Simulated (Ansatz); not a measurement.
One change: `OBCCCl` becomes `BBCCCl`.

Ansatz, PBE0-D4/def2-TZVP geometries, multiplicity 1. Each molecule was computed in one conformer, which needn't be the lowest.

```csv
property,`OBCCCl`
HOMO energy (PBE0/def2-TZVPP) / eV,-8.20
LUMO energy (B3LYP/def2-TZVPP) / eV,-0.30
HOMO–LUMO gap (ωB97M-V/def2-TZVPP) / eV,12.40
HOMO energy (ωB97M-V/def2-TZVPP) / eV,-10.51
HOMO–LUMO gap (B3LYP/def2-TZVPP) / eV,7.66
LUMO energy (PBE/def2-TZVPP) / eV,-1.09
```

(1) Give the same properties after the change, and the shifts. (An estimate is asked.)

## Answers

(1) Computed: 
```json
{"property": "HOMO energy (PBE0/def2-TZVPP) / eV", "`BBCCCl`": "-8.32", "shift": "-0.12"}
{"property": "LUMO energy (B3LYP/def2-TZVPP) / eV", "`BBCCCl`": "-2.09", "shift": "-1.79"}
{"property": "HOMO–LUMO gap (ωB97M-V/def2-TZVPP) / eV", "`BBCCCl`": "10.66", "shift": "-1.74"}
{"property": "HOMO energy (ωB97M-V/def2-TZVPP) / eV", "`BBCCCl`": "-10.61", "shift": "-0.10"}
{"property": "HOMO–LUMO gap (B3LYP/def2-TZVPP) / eV", "`BBCCCl`": "5.97", "shift": "-1.69"}
{"property": "LUMO energy (PBE/def2-TZVPP) / eV", "`BBCCCl`": "-2.87", "shift": "-1.78"}
```

With PBE0 the HOMO falls by 0.12 eV and the LUMO falls by 1.82 eV, so the gap narrows by about 1.70 eV. PBE moves the HOMO by -0.16 eV and ωB97M-V by -0.10 eV.

B3LYP here is the variant with VWN-RPA as its local correlation; programs differ in this.
